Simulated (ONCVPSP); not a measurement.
Before and after: ONCV potential for Cs

Cs (Z = 55), optimised norm-conserving Vanderbilt (ONCV), made with ONCVPSP 4.0.1 (PBE, fully relativistic). Core [Kr] 4d10 5s2, reference 5p6 5d1. Waves: s scattering state at 0.3 Ha: rc 4.00 bohr, ncon 4, nbas 9, qcut 1.3 1/bohr, 3 projectors, debl 3.5 Ha; 5p: rc 2.85 bohr, ncon 4, nbas 9, qcut 3.8 1/bohr, 2 projectors, debl 2.4 Ha; 5d: rc 4.00 bohr, ncon 4, nbas 7, qcut 2.8 1/bohr, 2 projectors, debl 0.9 Ha. Local part: polynomial inside 2.70 bohr (lpopt 2, dvloc0 6 Ha). Core correction: none.

Open shells are filled in proportion to 2j + 1.

In the s channel the program set the typed energies aside and used 0.050, 3.550, 7.050 Ha.

Change: all radii scaled by about 0.84 (s 3.38, p 2.40, d 3.38 bohr); local potential polynomial inside 2.28 bohr (lpopt 2, dvloc0 6 Ha).

Cutoffs: the cutoffs (Ha) at which the residual kinetic energy of the hardest occupied pseudo-wave falls to 1 and 0.1 mHa per electron; they do not see the model core or the augmentation charge, which bear on the density cutoff. Errors are all-electron minus pseudo energies relative to the spin-unpolarised reference configuration.

Q: How do hardness, ghosts and transferability respond?

A: The potential gets harder (4.1 Ha and 5.0 Ha → 4.9 Ha and 20 Ha); of the 4 tests that both files solve, the error grows in 0 and shrinks in 4 by more than 15 % and 0.3 meV (median size 18.3 → 7.1 meV); neither file shows a bound ghost. A smaller radius makes the pseudo-wave follow the all-electron one further in, where it bends more sharply, so more plane waves are needed. Less of the atom is replaced, so other configurations are described better.

```tsv
quantity	base	changed
cutoff, loose	4.1 Ha	4.9 Ha
cutoff, tight	5.0 Ha	20 Ha
loose cutoff by channel	p 4.1 Ha, d 2.9 Ha	p 4.9 Ha, d 3.2 Ha
bound ghosts	none	none
GHOST(+) flags under 300 eV	s at 96.6 eV, s at 253.4 eV	s at 99.0 eV, s at 296.8 eV
error for 5p6 5d0 6s1, meV [ΔE -1.67 eV]	-39	+16
error for 5p6 5d0, meV [ΔE 2.19 eV]	+6.0	+4.7
error for 5p6 5d0 6s0.5, meV [ΔE -0.20 eV]	-17	+6.2
error for 5p6 5d0.5 6s0.5, meV [ΔE -0.83 eV]	-19	+8.0
```

Base: The cutoffs count occupied waves only; projector 3 of the s channel, the hardest unoccupied one, needs 29 Ha at the loose tolerance. These tests converged, but a pseudo level misses the all-electron one widely, so the file describes the atom poorly there or has found another state: 5p6 5d0 6s1: empty 5d by 4.0 eV; 5p6 5d0 6s0.5: empty 5d by 2.2 eV. Changed file: The cutoffs count occupied waves only; projector 2 of the s channel, the hardest unoccupied one, needs 24 Ha at the loose tolerance. These tests converged, but a pseudo level misses the all-electron one widely, so the file describes the atom poorly there or has found another state: 5p6 5d0 6s1: empty 5d by 4.0 eV; 5p6 5d0 6s0.5: empty 5d by 2.2 eV.
